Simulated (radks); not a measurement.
Zr+, configuration [Kr] 4d1.75 5s1.25 (fractional occupations, a model configuration).

All-electron calculation, Dirac Kohn-Sham, LDA (Slater exchange, Perdew-Wang correlation), spin-unpolarised, spherical densities, finite nucleus; open shells are shared between the two j in proportion to 2j + 1; Fermi nuclear charge, rms radius 4.2694 fm. Program: a radial shooting solver on a logarithmic mesh with Libxc functionals.

Energy parts (eV):
part                       energy
total                  -97817.025
kinetic                101053.373
electron-nucleus      -235884.679
Hartree                 40004.431
exchange-correlation    -2990.151

Orbitals (lengths in bohr, moments of r in powers of bohr):
| orbital | occ. | eigenvalue (eV) | <r> | <r^4> |
|---|---|---|---|---|
| 1s1/2 | 2 | -17798.35 | 0.03711 | 8.906e-06 |
| 2s1/2 | 2 | -2472.799 | 0.1625 | 0.001679 |
| 2p1/2 | 2 | -2265.997 | 0.1387 | 0.001124 |
| 2p3/2 | 4 | -2180.292 | 0.1431 | 0.001245 |
| 3s1/2 | 2 | -410.9717 | 0.4592 | 0.09137 |
| 3p1/2 | 2 | -333.9403 | 0.4555 | 0.09676 |
| 3p3/2 | 4 | -320.2740 | 0.4661 | 0.1057 |
| 3d3/2 | 4 | -183.8951 | 0.4507 | 0.1201 |
| 3d5/2 | 6 | -181.3960 | 0.4543 | 0.1236 |
| 4s1/2 | 2 | -61.9784 | 1.210 | 4.225 |
| 4p1/2 | 2 | -41.1684 | 1.343 | 6.898 |
| 4p3/2 | 4 | -39.3531 | 1.375 | 7.575 |
| 4d3/2 | 0.7 | -10.7667 | 2.098 | 55.98 |
| 4d5/2 | 1.05 | -10.6205 | 2.117 | 58.06 |
| 5s1/2 | 1.25 | -10.4687 | 3.363 | 244.7 |

The highest occupied level is 5s1/2 at -10.469 eV. The density falls to 0.001 e/bohr^3 at r = 4.54 bohr. The electron density at the nucleus is 7.441e+04 e/bohr^3.
